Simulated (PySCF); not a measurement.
C₂H₄F₂Si. Atoms are numbered in the order given.

```xyz
9

C     -1.3904     1.2054     0.0000
C     -0.0990     0.8658     0.0000
F      0.8647     1.8264     0.0000
Si     0.5981    -0.8797     0.0000
F     -0.6855    -1.8856     0.0000
H     -2.1486     0.4205     0.0000
H     -1.7097     2.2511     0.0000
H      1.4046    -1.1243    -1.2187
H      1.4046    -1.1243     1.2187
```
Charge 0, spin multiplicity 1.

The structure is a stationary point at TPSSh-D3(BJ)/def2-SVP. This is a generated structure with no PubChem entry under its InChIKey; it may be hypothetical. One conformer was computed; it need not be the lowest.

All values below come from PBE/def2-TZVP (PySCF).

Symmetry labels are those of the subgroup Cs that the program uses (full group Cs).

### Question
List the valence orbital energies around the gap with their symmetry. (Estimate from the structure and the level; the computed values follow.)

### Answer

| orbital | symmetry | energy (eV) |
|---|---|---|
| HOMO−7 | A" | -11.29 |
| HOMO−6 | A' | -10.94 |
| HOMO−5 | A" | -10.60 |
| HOMO−4 | A' | -10.13 |
| HOMO−3 | A' | -9.87 |
| HOMO−2 | A" | -8.50 |
| HOMO−1 | A' | -7.95 |
| HOMO | A" | -6.74 |
| LUMO | A" | -1.60 |
| LUMO+1 | A' | -1.16 |
| LUMO+2 | A' | 0.36 |
| LUMO+3 | A' | 1.03 |
